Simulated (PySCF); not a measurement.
Geometries of 2 isomers of C5H8BN, from PBE0-D3(BJ)/def2-SVP geometry optimisation, gas phase (PySCF). One conformer each, no zero-point energy, no frequencies.

Question: Which is lower in electronic energy at this level?
A.
```xyz
15
angstrom
C      2.385    0.531    0.167
B      1.322   -0.537   -0.258
N     -0.084   -0.293   -0.131
C     -1.084   -1.202   -0.456
C     -2.301   -0.644   -0.188
C     -2.056    0.673    0.327
C     -0.702    0.855    0.349
H      3.408    0.256   -0.122
H      2.370    0.644    1.266
H      2.162    1.529   -0.246
H      1.618   -1.626   -0.695
H     -0.820   -2.179   -0.855
H     -3.270   -1.114   -0.340
H     -2.804    1.398    0.643
H     -0.113    1.711    0.668
```
B.
```xyz
15
angstrom
B     -1.907    0.205    0.070
N     -0.309    0.133    0.000
C      0.418    1.256   -0.072
C      1.805    1.236   -0.074
C      2.462    0.010   -0.005
C      1.699   -1.154    0.064
C      0.315   -1.051    0.061
H     -2.325   -0.811   -0.470
H     -2.178    0.232    1.268
H     -2.235    1.237   -0.500
H     -0.160    2.180   -0.128
H      2.357    2.175   -0.134
H      3.553   -0.039   -0.009
H      2.165   -2.139    0.114
H     -0.342   -1.921    0.107
```

Answer: A. That is `CBn1cccc1`, 19.8 kcal/mol below the other.

```
           SMILES                         atoms numbered as above      E (Eh)  relative (kcal/mol)  relative (kJ/mol)  dipole (D)
        CBn1cccc1    [CH3:1][BH:2][n:3]1[cH:4][cH:5][cH:6][cH:7]1  -274.45364                  0.0                0.0        0.67
[BH3-][n+]1ccccc1  [BH3-:1][n+:2]1[cH:3][cH:4][cH:5][cH:6][cH:7]1  -274.42207                 19.8               82.9        6.65
```
